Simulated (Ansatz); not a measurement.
Frontier orbitals of FH$_{3}$OSiZn.

Z-matrix (Å, degrees):
```
Si
F 1 1.598
O 1 1.629 2 111.0
H 1 1.482 2 105.9 3 -121.7
H 1 1.475 2 108.1 3 116.4
H 3 0.961 1 117.9 2 -70.9
Zn 6 2.926 3 137.6 1 17.0
```

The species carries charge 0 and has multiplicity 1. For Zn the d shell is correlated and the shells below it are frozen. Scalar relativity is left out up to krypton. The bonds changed during the relaxation, so this is another structure than the one it started from. All single points use the PBE0-D4/def2-TZVP geometry. It is one conformer, not always the lowest. Basis def2-TZVPP, Ansatz.

Orbital energies of one run (eV). Highest occupied ones, from the top: -6.16, -7.70, -8.21, -8.92, -9.89, -10.59, -10.76, -10.87, -10.87, -10.88, -10.89, -10.90, -12.29, -14.22. Empty: -1.73, -1.36, -1.30, 0.15, 0.67, 1.40.

Q: Which functional gave them?
A. PBE0
B. LC-ωPBE
C. HSE06 (plane-wave form)
D. BLYP

A: D. HOMO energies: BLYP -6.16, LC-ωPBE -9.29, HSE06 -6.52, PBE0 -6.93 eV.

LC-ωPBE has ω = 0.4 bohr⁻¹.
